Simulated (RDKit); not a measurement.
RDKit input (MMFF94):

```python
from rdkit import Chem
from rdkit.Chem import AllChem, rdDetermineBonds

mol = Chem.MolFromXYZFile('mol.xyz')
rdDetermineBonds.DetermineBonds(mol, charge=-1)
print('SMILES', Chem.MolToSmiles(Chem.RemoveHs(mol)))
ff = AllChem.MMFFGetMoleculeForceField(mol, AllChem.MMFFGetMoleculeProperties(mol))
e0 = ff.CalcEnergy()
flag = ff.Minimize(maxIts=5000, forceTol=1e-5)
print(f'energy {e0:.4f} -> {ff.CalcEnergy():.4f} kcal/mol, converged: {flag == 0}')
print(Chem.MolToXYZBlock(mol))
```
mol.xyz:
```
4

C      1.47166381    -0.13742564    -0.16023886
C      0.24591742    -0.00505859    -0.03640495
O     -1.10612656     0.18015862     0.07910224
H     -1.45647492    -0.58636359     0.54704496
```

Output:

```
SMILES [C-]#CO
energy 27.2474 -> -12.8866 kcal/mol, converged: True
4

C      1.672628   -0.264091   -0.124097
C      0.167764    0.011300   -0.032778
O     -1.137003    0.224544    0.060127
H     -1.548410   -0.520442    0.526251
```

The dipole moment of an ion depends on the origin.

The geometry given is a B3LYP-D3(BJ)/def2-TZVP minimum.
